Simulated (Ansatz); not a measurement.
Ansatz results at the PBE0-D4/def2-TZVP geometry: zero-point energy (PBE0-D4/def2-TZVP) 157.5 kJ/mol; LUMO energy (PBE0/def2-TZVPP) -0.10 eV; ideal-gas entropy at 298 K and 1 bar (rigid rotor, harmonic PBE0-D4/def2-TZVP) 320 J/(mol·K).

Each molecule was computed in one conformer, which needn't be the lowest.

Question: Which molecule gave them?
A. `[CH]1=[CH][GeH2][AlH]1`
B. `N[SiH]1NP1`
C. `OC1=COC1`
D. `CC1=N[SiH2]1`

Answer: B. The others give `OC1=COC1`: 177.4, 0.65, 292; `[CH]1=[CH][GeH2][AlH]1`: 141.0, -1.74, 322; `CC1=N[SiH2]1`: 167.3, -0.36, 298.
